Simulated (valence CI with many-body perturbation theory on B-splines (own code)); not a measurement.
**Os55+: magnetic and hyperfine properties of the levels**

Computed by valence CI with perturbative core correlation (CI+MBPT): three valence electrons over a frozen Dirac-Fock core [Ar], radial functions for each j: 7 s, 7 p, 8 d, 6 f, 4 g, 1 h, with the one-electron correlation potential Σ1 (screened to all orders), the two-electron term Σ2, the three-electron term Σ3, Breit, model QED; selected single and double excitations, second order for the rest, scaled by the run's own slope (own B-spline code, finite nucleus).

The last digits are not significant, and no measured levels were compared; by estimate large intervals hold to a few tenths of a per cent, small ones and those within an open d or f shell to about a per cent. Excitations out of the core, of the other parity, are not computed and may begin above about 240 eV (a cautious bound); beyond it only levels of the ground parity were kept, without lifetimes. Only levels of the ground parity were solved; by the run's estimate the other parity begins above the list, which can be wrong where configurations are misplaced.

A/g_I is the dipole constant over the nuclear g factor μ/I (μ in nuclear magnetons, uniformly magnetised nucleus), B/Q the quadrupole constant per barn. Both hold the static response of the core; the bare values leave it out. Large factors of s and p1/2 electrons are usually good to 5 to 10 %; those of open d and f shells near neutrality can be off by tens of per cent, and small factors of p3/2, d and f electrons come from cancelling terms and can be off by a factor of two or in sign, in half-filled shells by more. B is blank for J = 1/2, where it vanishes, and for nearly pure S terms. Energies count from the lowest level.

Levels are named by their leading jj configuration (3d3/2^4 stands for four electrons in 3d with j = 3/2), which in mixed levels can hold well under half, so a name can repeat and another be missing. Letters in brackets count levels of one name in rising energy.

```
                    Level  E (cm⁻¹)      g  A/g_I (MHz)  A/g_I bare  B/Q (MHz/b)  B/Q bare
          (3d3/2^3) J=3/2         0  0.725       118000      118000       -73000    -73800
(3d3/2^2 3d5/2) J=5/2 [a]    607230  1.052        67200       67500       -38600    -39000
    (3d3/2^2 3d5/2) J=3/2    659350  1.162        54000       54600       -13200    -13300
    (3d3/2^2 3d5/2) J=9/2    689310  1.029        76000       76200        85600     86400
    (3d3/2^2 3d5/2) J=7/2    691630  1.032        73700       73900        32300     32600
    (3d3/2^2 3d5/2) J=1/2    704320  1.795       -52900      -50200                       
(3d3/2^2 3d5/2) J=5/2 [b]    902270  1.227        45000       45800       128000    129000
(3d3/2 3d5/2^2) J=7/2 [a]   1286400  1.119        54000       54500        -9980    -10100
    (3d3/2 3d5/2^2) J=9/2   1325200  1.127        57000       57600        23900     24000
(3d3/2 3d5/2^2) J=3/2 [a]   1369500  1.101        65000       65500       -72800    -73500
    (3d3/2 3d5/2^2) J=1/2   1394200  1.518       -23800      -22000                       
   (3d3/2 3d5/2^2) J=11/2   1403800  1.078        64600       65000       154000    156000
(3d3/2 3d5/2^2) J=5/2 [a]   1405800  1.296        19200       20200        83100     83900
(3d3/2 3d5/2^2) J=5/2 [b]   1481600  1.088        68000       68400       -27200    -27500
(3d3/2 3d5/2^2) J=7/2 [b]   1483400  1.081        66500       66800        29700     30100
(3d3/2 3d5/2^2) J=3/2 [b]   1654700  0.875       107000      106000        99200    100000
          (3d5/2^3) J=9/2   2004700  1.160        46200       46900         9990     10100
          (3d5/2^3) J=3/2   2122100  1.139        48200       48800         5580      5610
          (3d5/2^3) J=5/2   2207000  1.162        46400       47000         9650      9750
```

**Question.** Take the isotope of mass number 187, with I = 1/2, μ = 0.06442 μN. What is the hyperfine structure of (3d3/2^2 3d5/2) J=7/2?

**Answer.** From the table A = 9500 MHz. Shifts from the centre of gravity in MHz: F = 3: -21400, F = 4: 16600.
